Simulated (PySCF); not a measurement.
Gas-phase equilibrium of 1 mol H2O, 39 mol O2 at 2000 K and 10.0 bar, among 9 species (O2, O, HO2, H2O, H, H2O2, O3, H2, OH). Only gases are allowed; each row takes one source of thermochemistry for all species, and Cantera finds the minimum.

Energies from PySCF, thermal terms from the rigid-rotor harmonic-oscillator model, ideal gas at 1 bar. Table values come from the NASA 1993 polynomials. After a fit of one offset per element over all species, the range-separated, M06-2X, PBE0/def2-QZVP and CCSD(T)/def2-TZVPP enthalpies, where run, lie to one side of the table for O3 (+19 kJ/mol): a fault of the table's entry, another state or a shared error of the levels is possible; this was not checked at source. † marks an energy on the PBE0/def2-TZVP geometry and frequencies; other levels use their own. MP2 and CCSD(T) freeze the core. 6-31G* has spherical d functions here. Open shells (unrestricted) among the columns below: O2 (multiplicity 3), O (multiplicity 3, electronic degeneracy 9), HO2 (multiplicity 2), H (multiplicity 2), OH (multiplicity 2, electronic degeneracy 4); the rest are closed-shell singlets. Spin-orbit splitting is ignored; it lowers the true energy and changes the entropy of O, OH. B3LYP is the form with VWN-RPA correlation. MP2 isn't extrapolated to the basis-set limit. CCSD(T) isn't extrapolated to the basis-set limit. The harmonic model lacks anharmonicity and excited electronic states, which grow with temperature; levels with a mode under 35 cm⁻¹ are left out. Strong static correlation: O3. The table's entry may be an old estimate for HO2, OH (not checked at source). Warning, large T1 diagnostic: O3 (CCSD(T)/def2-SVP†, CCSD(T)/def2-TZVPP†).

Molecules larger than those listed are left out.

Mole fractions:

| thermochemistry | x O2 | x H2O | x OH | x O | x H2 | x HO2 | x H | x O3 |
|---|---|---|---|---|---|---|---|---|
| table | 0.97 | 0.025 | 0.00084 | 0.00021 | 2.3e-6 | 7.9e-6 | 7.7e-7 | 1.8e-7 |
| B3LYP/6-31G* | 0.97 | 0.024 | 0.0013 | 0.00014 | 0.00015 | 1.9e-5 | 6.4e-6 | 5.3e-9 |
| CCSD(T)/def2-SVP† | 0.97 | 0.024 | 0.0018 | 0.0011 | 1.7e-5 | 5.7e-6 | 4.7e-6 | 5.4e-9 |
| CCSD(T)/def2-TZVPP† | 0.97 | 0.024 | 0.0014 | 0.00055 | 3.4e-6 | 7.1e-6 | 1.1e-6 | 2.9e-8 |
| M06-2X/def2-TZVP† | 0.97 | 0.024 | 0.00098 | 0.00018 | 5.9e-6 | 7.8e-6 | 1.6e-6 | 1.1e-9 |
| MP2/def2-TZVPP† | 0.97 | 0.025 | 0.00044 | 0.00013 | 1.8e-6 | 1.2e-6 | 1.5e-6 | 2.9e-7 |
| PBE/def2-TZVP† | 0.97 | 0.025 | 0.00040 | 1.3e-5 | 1.9e-5 | 1.4e-5 | 4.4e-6 | 1.8e-7 |
The most sensitive of these is O3: it spans a factor of 10^2.4 over these rows; at this temperature one factor of ten is RT ln 10 = 38 kJ/mol.
